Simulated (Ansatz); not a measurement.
Geometry optimisation, UKS PBE-D4/def2-SVP (Ansatz).

Input:

```yaml
crystal:
  periodic: [false, false, false]
  atoms:
    - { symbol: Sn, position_ang: [0.109844, 1.577619, 0.526783] }
    - { symbol: Cl, position_ang: [1.175836, -1.276831, -1.567111] }
    - { symbol: H, position_ang: [-0.034359, -0.900064, -1.172165] }
    - { symbol: Cl, position_ang: [-1.766155, 0.245083, -0.341182] }
    - { symbol: Cl, position_ang: [0.514835, 0.354293, 2.553774] }
magnetization:
  spin_polarized: true
basis:
  gaussian: { orbitals: def2-SVP }
hamiltonian:
  xc: pbe
  dispersion: d4
relax:
  f_tol: 0.03
  max_steps: 50
```

Command:

```bash
$ ansatz run input.yaml --threads 2 --pin off --max-ram 3072MiB --backend cpu --events-out ev --progress --plain --runs-dir out
```

Task: Where does it end, and by what steps?

Result: The run converged. After 7 steps the energy has fallen by 0.182 eV; Cl2 moved furthest, 0.45 Å. Joined: Sn1–Cl2.

```json
{"step": "0", "energy less start (eV)": "0.0000", "largest force component (eV/Å)": "0.300", "accepted": "yes"}
{"step": "1", "energy less start (eV)": "-0.0663", "largest force component (eV/Å)": "0.796", "accepted": "yes"}
{"step": "2", "energy less start (eV)": "-0.1565", "largest force component (eV/Å)": "0.392", "accepted": "yes"}
{"step": "3", "energy less start (eV)": "-0.1311", "largest force component (eV/Å)": "0.748", "accepted": "no"}
{"step": "4", "energy less start (eV)": "-0.1782", "largest force component (eV/Å)": "0.071", "accepted": "yes"}
{"step": "5", "energy less start (eV)": "-0.1801", "largest force component (eV/Å)": "0.105", "accepted": "yes"}
{"step": "6", "energy less start (eV)": "-0.1816", "largest force component (eV/Å)": "0.055", "accepted": "yes"}
{"step": "7", "energy less start (eV)": "-0.1818", "largest force component (eV/Å)": "0.022", "accepted": "yes"}
```

```xyz
5
Properties=species:S:1:pos:R:3
Sn 0.301 1.349 0.329
Cl 1.144 -0.947 -1.257
H -0.210 -0.858 -1.133
Cl -1.786 0.147 -0.426
Cl 0.551 0.309 2.487
```

Run time: 17 s on 2 threads of Arm Neoverse V2, on a shared host, peak memory 0.15 GiB.
